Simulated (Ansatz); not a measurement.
Geometry optimisation, Ansatz, RKS PBE-D4/STO-3G.

The input (input.yaml):

```yaml
crystal:
  periodic: [false, false, false]
  atoms:
    - { symbol: Si, position_ang: [0.0, 0.0, 0.0] }
    - { symbol: "N", position_ang: [0.0, 0.0, 1.82] }
    - { symbol: H, position_ang: [-0.877, -0.2713, 2.35] }
    - { symbol: H, position_ang: [0.877, 0.2713, 2.35] }
    - { symbol: "N", position_ang: [1.7163, 0.0, -0.6061] }
    - { symbol: C, position_ang: [2.4072, -1.273, -0.8567] }
    - { symbol: H, position_ang: [1.7433, -1.947, -1.4373] }
    - { symbol: H, position_ang: [3.3364, -1.083, -1.4334] }
    - { symbol: H, position_ang: [2.6645, -1.7518, 0.1112] }
    - { symbol: C, position_ang: [2.4114, 1.273, -0.8449] }
    - { symbol: H, position_ang: [3.0382, 1.1875, -1.757] }
    - { symbol: H, position_ang: [1.6647, 2.0824, -0.9844] }
    - { symbol: H, position_ang: [3.0569, 1.5118, 0.0259] }
    - { symbol: "N", position_ang: [-0.8572, 1.4851, -0.6061] }
    - { symbol: H, position_ang: [-1.8773, 1.43, -0.8888] }
    - { symbol: H, position_ang: [-0.3367, 2.4058, -0.6766] }
    - { symbol: "N", position_ang: [-0.8572, -1.4851, -0.6061] }
    - { symbol: H, position_ang: [-1.3922, -2.1014, 0.0704] }
    - { symbol: H, position_ang: [-0.8219, -1.7344, -1.6357] }
basis:
  gaussian: { orbitals: STO-3G }
hamiltonian:
  xc: pbe
  dispersion: d4
relax:
  f_tol: 0.02
  max_steps: 40
```

Run as:

```bash
$ ansatz run input.yaml --threads 1 --pin off --max-ram 2048MiB --backend cpu --events-out ev --progress --plain --runs-dir out
```

Where does it end, and by what steps?

The run converged. Limits of this set-up: minimal basis. After 26 steps the energy has fallen by 1.486 eV; H7 moved furthest, 2.30 Å.

```csv
step,energy less start (eV),largest force component (eV/Å),accepted
0,0.0000,2.831,yes
1,-0.7072,1.187,yes
2,-0.9087,0.690,yes
3,-1.0442,0.413,yes
4,-1.1407,1.927,yes
5,-1.2440,0.960,yes
6,-1.3056,0.282,yes
7,-1.3342,0.383,yes
8,-1.3501,0.167,yes
9,-1.3567,0.199,yes
10,-1.3638,0.143,yes
11,-1.3697,0.100,yes
12,-1.3778,0.272,yes
13,-1.3850,0.205,yes
14,-1.3992,0.265,yes
15,-1.4045,0.415,yes
16,-1.4166,0.262,yes
17,-1.4343,0.257,yes
18,-1.4568,0.121,yes
19,-1.4152,0.785,no
20,-1.4696,0.079,yes
21,-1.4769,0.231,yes
22,-1.4816,0.133,yes
23,-1.4846,0.073,yes
24,-1.4856,0.030,yes
25,-1.4858,0.021,yes
26,-1.4858,0.006,yes
```

```xyz
19
Properties=species:S:1:pos:R:3
Si 0.002 0.004 -0.027
N -0.049 -0.892 1.518
H -1.061 -1.067 1.781
H 0.304 -0.273 2.303
N 1.739 0.217 -0.273
C 2.620 -0.964 -0.036
H 2.182 -1.565 0.789
H 2.735 -1.625 -0.932
H 3.642 -0.635 0.261
C 2.176 1.020 -1.454
H 2.276 0.417 -2.392
H 1.426 1.820 -1.628
H 3.166 1.491 -1.260
N -0.619 1.658 -0.296
H -1.670 1.660 -0.153
H -0.266 2.303 0.469
N -1.065 -0.978 -1.074
H -0.670 -1.962 -1.129
H -0.970 -0.630 -2.072
```

The run took 78 s on 1 thread of Intel(R) Xeon(R) 6975P-C (Granite Rapids) (shared host), peak memory 0.15 GiB.
